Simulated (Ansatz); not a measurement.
System: Au, charge 0, doublet.

Total energies in def2-QZVPP, 11 correlated electrons, 4 frozen orbitals. Radicals and triplets start from unrestricted determinants; spin-orbit coupling is neglected. Correlated methods leave the cores frozen (noble-gas shells, and filled d and f shells in the p block). Past Kr the def2 sets carry scalar-relativistic core potentials.

```tsv
method	program	energy (Eh)	minus CCSDT(Q) (mEh)
HF	Ansatz	-134.78992	376.47
MP2	Ansatz	-135.18367	-17.29
CCSD	Ansatz	-135.15043	15.96
CCSD(T)	Ansatz	-135.16744	-1.06
CCSDT(Q)	Ansatz	-135.16638	0.00
```

Ansatz is a quantum-chemistry and plane-wave program.
